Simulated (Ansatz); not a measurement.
CH6B2O3 (`CB(O)B(O)O`) from Hartree–Fock to CCSD(T)

```csv
atom,x (Å),y (Å),z (Å)
C1,1.4831,1.1357,-0.4046
B2,0.0185,0.7333,-0.0349
O3,-0.8936,1.7284,0.1439
B4,-0.5439,-0.8873,0.1681
O5,-1.8731,-1.0159,0.4952
O6,0.2901,-1.9561,0.0102
H7,1.6315,2.2148,-0.4832
H8,1.7761,0.6685,-1.3520
H9,2.1844,0.7350,0.3365
H10,-1.7622,1.3774,0.3662
H11,-2.2077,-1.9097,0.6132
H12,-0.1032,-2.8241,0.1412
```

Charge 0, multiplicity 1. The geometry is a stationary point of PBE0-D4/def2-TZVP. It is one conformer, not always the lowest. Frozen core, restricted reference, Ansatz 0.2.0. CBS rows extrapolate triple and quadruple zeta; past MP2 they add the triple-zeta difference.

| basis | HF (Eh) | MP2 corr. | CCSD corr. | (T) | CCSD(T) total |
| --- | --- | --- | --- | --- | --- |
| def2-SVP | -315.24090 | -0.86388 | -0.90741 | -0.02308 | -316.17139 |
| def2-TZVPP | -315.61867 | -1.08722 | -1.11806 | -0.04179 | -316.77852 |
| def2-QZVPP | -315.63366 | -1.16991 | – | – | – |
| CBS(def2) | -315.63572 | -1.23115 | -1.26199 | as TZ | -316.93950 |
